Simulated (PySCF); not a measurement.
In(H)2(NMe2) (C2H8InN), SMILES C[N](C)[InH2].

Geometry: B3LYP-D3(BJ)/def2-SVP. The structure was generated by enumeration; whether it is a known compound was not checked. The def2 effective core potentials stand for the cores of In; spin–orbit coupling is left out.

Two levels are set side by side: TDDFT-PBE/def2-SVPD (PySCF) and TDDFT-M06-2X/def2-SVPD (PySCF). Vertical, same geometry. The lowest singlet is HOMO→LUMO 98 % with PBE and HOMO→LUMO 98 % with the other functional; states are paired by order. Differences are taken from unrounded values.

```csv
quantity,TDDFT-M06-2X
lowest singlet excitation (eV),4.21
lowest triplet excitation (TDA) (eV),3.30
first bright state (f over 0.05) (eV),4.21
its oscillator strength,0.12
```

What does TDDFT-PBE give, and how far is it from TDDFT-M06-2X? (An estimate is asked for; the answer gives what the named calculation found.)


| quantity | TDDFT-PBE | TDDFT-PBE minus TDDFT-M06-2X |
|---|---|---|
| lowest singlet excitation (eV) | 3.57 | -0.64 |
| lowest triplet excitation (TDA) (eV) | 2.55 | -0.76 |
| first bright state (f over 0.05) (eV) | 3.57 | -0.64 |
| its oscillator strength | 0.13 | 0.01 |

A lower first singlet is the usual sign of a functional without exact exchange. Differences between two approximate levels are no errors against the true value.

Rough cost on one machine, each run with all the roots and properties that it gave: TDDFT-M06-2X against TDDFT-PBE about 10 times.
